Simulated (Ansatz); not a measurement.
The cluster Pb5⁺, relaxed as a doublet with UKS r2SCAN-D4/def2-SVP in Ansatz, starting from the GFN1-xTB geometry. Force threshold 0.02 eV/Å.

In the def2 sets Pb takes a core potential; there is no spin–orbit coupling. The relaxation made no stability test and no search for a lower SCF solution. The structure comes from a short search, and lower isomers may exist.

Start:

```tsv
atom	x (Å)	y (Å)	z (Å)
Pb1	-0.850	1.757	2.379
Pb2	0.550	-0.449	1.034
Pb3	1.779	-2.398	-0.784
Pb4	0.412	0.020	-2.170
Pb5	-1.891	1.070	-0.459
```

```tsv
step	energy (eV)	largest force component (eV/Å)	SCF passes
1	-26252.0143	0.171	28
2	-26252.0315	0.048	34
3	-26252.0440	0.071	34
4	-26252.0493	0.043	34
5 (rejected)	-26252.0153	0.231	41
6	-26252.0527	0.016	35
7	-26252.0543	0.027	35
8	-26252.0582	0.042	35
9	-26252.0680	0.064	35
10	-26252.0902	0.103	40
11	-26252.1231	0.149	42
12	-26252.1525	0.116	41
13 (rejected)	-26252.1317	0.293	38
14	-26252.1566	0.026	30
15	-26252.1567	0.020	33
16 (rejected)	-26252.1565	0.025	31
17	-26252.1568	0.002	30
```

Force components are those of the run's own axes.

End:

```xyz
5

Pb   -0.2094    1.9247    1.5990
Pb    0.1613   -1.0427    1.2794
Pb    1.9539   -2.0927   -0.8838
Pb    0.4309    0.4037   -1.5510
Pb   -2.3367    0.8069   -0.4435
```

By distances, no bond broke or formed. The bond that changes most is Pb2–Pb5, from 3.24 to 3.55 Å (atoms count from 1). The end is the same structure that another start reached, the lowest one found.

The force fell under the threshold at step 6, but the optimiser went on and released 0.104 eV more. No frequencies were taken in this run, so the end may be a saddle point.

It took 2.2 min on 4 threads of Arm Neoverse V1 on a shared host.
